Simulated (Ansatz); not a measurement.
Mulliken charges of CH5BFN, SMILES `NBCF` from PBE/def2-TZVPP in Ansatz (PBE0-D4/def2-TZVP geometry).

| atom | x (Å) | y (Å) | z (Å) | charge (e) |
| --- | --- | --- | --- | --- |
| N1 | -0.611 | 0.912 | -0.881 | -0.258 |
| B2 | 0.462 | 0.439 | -0.148 | -0.037 |
| C3 | 0.296 | -0.866 | 0.713 | 0.028 |
| F4 | -0.991 | -1.406 | 0.618 | -0.240 |
| H5 | -0.581 | 1.737 | -1.453 | 0.179 |
| H6 | -1.500 | 0.437 | -0.874 | 0.177 |
| H7 | 1.512 | 1.016 | -0.167 | -0.010 |
| H8 | 1.005 | -1.643 | 0.401 | 0.081 |
| H9 | 0.496 | -0.671 | 1.774 | 0.081 |

Problem. By hand: the dipole of these point charges (1 e Å = 4.8032 D).

Solution. Σ q r = (0.124, 0.252, -0.133) e Å, of length 0.311 e Å = 1.49 D.

Problem. How does the dipole of the full density compare? (Estimate.)

Solution. Ansatz gave: (0.005, 0.247, -0.172) e Å, 1.45 D; the point charges give 1.03 times that, at 24° from its direction.

Point charges leave out the atoms' own dipoles, such as those of lone pairs, and Mulliken's split depends on the basis, so the two needn't agree.
